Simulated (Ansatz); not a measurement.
`[OH][Ge][F]` + H₂S → `[OH][Ge][SH]` + H–F at 700 K and 1 bar (ligand exchange at a Ge–F bond).

Calculated with Ansatz (gas phase, PBE0-D4/def2-TZVP geometries, no zero-point term in ΔE). CCSD(T)/CBS is the MP2 limit (def2-TZVPP, def2-QZVPP) plus CCSD(T) − MP2 in def2-TZVPP, frozen cores. This one scheme is used for every species. For Ge outer-core shells are correlated without core-valence functions, which leaves a few kJ/mol of doubt a bond. Scalar relativity is left out up to krypton. Each species was taken in one conformer, which may not be the lowest.

```csv
species,CCSD(T)/CBS energy (Eh),H − E (kJ/mol),S (J/(mol·K))
`[OH][Ge][F]`,-2251.74560,79.1,334.9
H₂S,-398.97279,64.8,236.9
`[OH][Ge][SH]`,-2550.31266,107.7,369.4
H–F,-100.39570,45.2,198.5
```

H − E and S are ideal-gas, rigid-rotor, harmonic terms from PBE0-D4/def2-TZVP, for one conformer and one mirror image of each species. 1 Eh = 2625.50 kJ/mol, R = 8.31446 J/(mol·K).

Task: By hand: ΔE, ΔH, ΔS and ΔG.

Result: ΔE = (-2550.31266) + (-100.39570) − (-2251.74560) − (-398.97279) = 0.01003 Eh = 26.3 kJ/mol. Δ(H − E) = 107.7 + 45.2 − 79.1 − 64.8 = 9.0, so ΔH = 35.3 kJ/mol. ΔS = 369.4 + 198.5 − 334.9 − 236.9 = -3.9 J/(mol·K). ΔG = 35.3 − 700 × (-3.9)/1000 = 38.0 kJ/mol.

Task: By hand: the equilibrium constant, and the temperature at which ΔG would vanish if ΔH and ΔS stayed fixed.

Result: log₁₀ K = −ΔG/(RT ln 10) = -2.8. ΔH and −TΔS have one sign here, so there is no such temperature.

The number of gas molecules stays the same, so ΔS is small and ΔH decides. A doubt of 5 kJ/mol in ΔE shifts log₁₀ K by 0.4 here. Other conformers and mirror images would add mixing entropy, several J/(mol·K) or more a flexible species. These are equilibria of isolated gas molecules and say nothing of rates. Largest T1 diagnostic: 0.015 (customary marks: 0.02 for closed shells, 0.045 for open ones).

ΔS is within the doubt of such terms, so its sign, and with it that verdict, could turn.
